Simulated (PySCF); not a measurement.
## Mayer bond orders and bond lengths

C8H14N2.
SMILES with atom numbers: `[CH3:1][CH2:2][CH2:3][CH2:4][n:5]1[n:6][cH:7][cH:8][c:9]1[CH3:10]` (hydrogens: H11, H12, H13 on C1; H14, H15 on C2; H16, H17 on C3; H18, H19 on C4; H20 on C7; H21 on C8; H22, H23, H24 on C10)

Geometry (GFN2-xTB, Å), atoms numbered from 1 in this order:
```
atom  x, y, z in Å
C1     3.0779    0.8286    0.2716
C2     1.6278    0.4213    0.5016
C3     1.3773   -1.0235    0.0762
C4    -0.0775   -1.4552    0.2845
N5    -0.9687   -0.7344   -0.5839
N6    -0.9537   -0.9953   -1.8908
C7    -1.8336   -0.1809   -2.4377
C8    -2.4341    0.6276   -1.4662
C9    -1.8499    0.2460   -0.2754
C10   -2.0888    0.7384    1.1067
H11    3.7478    0.1898    0.8436
H12    3.3349    0.7397   -0.7814
H13    3.2398    1.8591    0.5796
H14    0.9729    1.0845   -0.0682
H15    1.3871    0.5348    1.5623
H16    1.6174   -1.1396   -0.9820
H17    2.0245   -1.6906    0.6489
H18   -0.1714   -2.5195    0.0492
H19   -0.3811   -1.2899    1.3199
H20   -2.0082   -0.2014   -3.4951
H21   -3.1848    1.3778   -1.6089
H22   -1.1842    1.1716    1.5331
H23   -2.8612    1.5027    1.0865
H24   -2.4220   -0.0717    1.7561
```

Bond orders from the PBE0/pcSseg-1 density (PySCF). Isolated species at its GFN2-xTB geometry (one conformer only).

**Question.** How far do the computed orders between heavy atoms stray from the drawn ones?

**Answer.** The largest departure is 0.437, at C9–N5 (drawn aromatic, 1.063), counting aromatic bonds as 1.5. The bonds drawn aromatic range from 1.06 to 1.53.

**Question.** Set the Mayer orders of the bonds between heavy atoms beside their lengths.

**Answer.** 
```
  bond  drawn as  length (Å)  Mayer order
 C1–C2    single       1.524        1.071
 C2–C3    single       1.527        1.022
 C3–C4    single       1.532        1.048
 C4–N5    single       1.438        0.916
 N5–N6  aromatic       1.333        1.209
 N6–C7  aromatic       1.318        1.535
 C7–C8  aromatic       1.399        1.360
 C8–C9  aromatic       1.380        1.395
C9–C10    single       1.487        1.094
 C9–N5  aromatic       1.354        1.063
```

By pair of heavy elements: C–C: lowest C2–C3 (1.022, 1.527 Å), highest C8–C9 (1.395, 1.380 Å); in 1 of the 15 pairs the longer bond (by over 0.003 Å) has the higher order (by 0.02 or more). C–N: lowest C4–N5 (0.916, 1.438 Å), highest N6–C7 (1.535, 1.318 Å).

**Question.** And the bonds to hydrogen?

**Answer.** C–H: 0.93 to 0.99 (14 bonds).

**Question.** Sum the orders of all bonds at each heavy atom with more than one neighbour and set the sums beside the valence in the SMILES.

**Answer.** C1 3.972 (drawn 4), C2 3.977 (drawn 4), C3 3.960 (drawn 4), C4 3.841 (drawn 4), N5 3.188 (drawn 3), N6 2.744 (drawn 3), C7 3.877 (drawn 4), C8 3.746 (drawn 4), C9 3.552 (drawn 4), C10 3.916 (drawn 4). Orders between atoms that aren't bonded are not in these sums.

For a closed shell the Mayer order of atoms A and B is Σ (PS)μν (PS)νμ over the basis functions μ on A and ν on B, with P the density and S the overlap matrix.
